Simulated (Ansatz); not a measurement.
CH7BClNSi can be A, `N[SiH2]CBCl`, or B, `BN(C)[SiH2]Cl`.

Calculated with Ansatz (gas phase, PBE0-D4/def2-TZVP geometries, no zero-point term in ΔE). CCSD(T)/CBS is the MP2 limit (def2-TZVPP, def2-QZVPP) plus CCSD(T) − MP2 in def2-TZVPP, frozen cores. Functionals use def2-TZVPP. B3LYP here is the variant with VWN-RPA as its local correlation; programs differ in this. One conformer a species, not always the lowest.

Problem. Which isomer does CCSD(T)/CBS put lower? Give the gap. (Best estimate.)

Solution. Ansatz gave: B, by 11.1 kcal/mol.

Problem. Give E(B) − E(A) in kcal/mol with CCSD/def2-TZVPP, B3LYP-D4, B3LYP, HF/def2-TZVPP, PBE-D4, r2SCAN-D4, MP2/def2-TZVPP. (Estimate.)

Solution. Ansatz gave: CCSD/def2-TZVPP -11.3, B3LYP-D4 -11.9, B3LYP -11.4, HF/def2-TZVPP -13.4, PBE-D4 -9.4, r2SCAN-D4 -9.3, MP2/def2-TZVPP -10.9. None reverses the order clearly.

Largest T1 diagnostic: 0.011.

In def2-TZVPP, CCSD(T) changes the Hartree–Fock value by +2.1 kcal/mol (the triples alone add +0.1 kcal/mol) and MP2 by +2.5 kcal/mol.
